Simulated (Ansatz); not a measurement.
Relaxation of CH₈BFO₂Si₂ (15 atoms, charge 0, multiplicity 1), to a largest force component of 0.015 eV/Å in at most 40 steps.

The calculation used Ansatz 0.2.0, RKS PBE0-D4/6-31G.

```xyz
15
Properties=species:S:1:pos:R:3
O -3.018 0.315 0.452
B -1.644 0.628 0.282
C -0.621 -0.023 1.264
Si 0.662 -1.124 0.336
Si 1.932 0.069 -0.995
O 1.002 0.877 -2.190
F 2.758 1.233 -0.043
H -3.352 1.087 1.044
H -1.268 1.364 -0.539
H -0.011 0.776 1.812
H -1.135 -0.629 2.058
H -0.154 -2.087 -0.458
H 1.368 -1.845 1.288
H 2.890 -0.799 -1.596
H 0.568 0.109 -2.686
```

**Question.** Where does it end, and by what steps?

**Answer.** The run converged. The force dipped under the threshold on the way, but the program's further checks kept it going. Limits of this set-up: no polarisation functions. After 37 steps the energy has fallen by 1.863 eV; H8 moved furthest, 1.69 Å.

| step | energy less start (eV) | largest force component (eV/Å) | accepted |
| --- | --- | --- | --- |
| 0 | 0.0000 | 2.989 | yes |
| 2 | -1.0295 | 1.769 | yes |
| 4 | -1.4811 | 1.300 | yes |
| 6 | -1.6287 | 0.509 | yes |
| 8 | -1.6709 | 1.686 | yes |
| 10 | -1.7794 | 0.195 | yes |
| 12 | -1.8314 | 0.311 | yes |
| 14 | -1.8377 | 0.362 | no |
| 16 | -1.8483 | 0.169 | yes |
| 18 | -1.8532 | 0.167 | yes |
| 20 | -1.8567 | 0.139 | yes |
| 22 | -1.8595 | 0.063 | yes |
| 24 | -1.8605 | 0.074 | yes |
| 26 | -1.8612 | 0.084 | yes |
| 28 | -1.8617 | 0.100 | yes |
| 30 | -1.8622 | 0.064 | yes |
| 32 | -1.8624 | 0.031 | yes |
| 34 | -1.8626 | 0.021 | yes |
| 36 | -1.8626 | 0.023 | yes |
| 37 | -1.8627 | 0.008 | yes |

```xyz
15
Properties=species:S:1:pos:R:3
O -2.690 0.094 0.143
B -1.492 0.712 0.414
C -0.544 0.070 1.461
Si 0.618 -1.211 0.602
Si 1.790 -0.165 -1.150
O 0.751 0.764 -2.147
F 2.937 0.865 -0.417
H -3.272 0.476 -0.531
H -1.203 1.719 -0.187
H 0.098 0.812 1.949
H -1.109 -0.482 2.223
H -0.192 -2.329 0.007
H 1.596 -1.791 1.586
H 2.526 -1.043 -2.112
H 0.166 1.460 -1.813
```

Whether the end is a true minimum wasn't checked by a vibrational analysis.

Time of the run: 7.8 min on 1 thread of AMD EPYC (Zen 3), with other jobs on the host, peak memory 0.23 GiB.
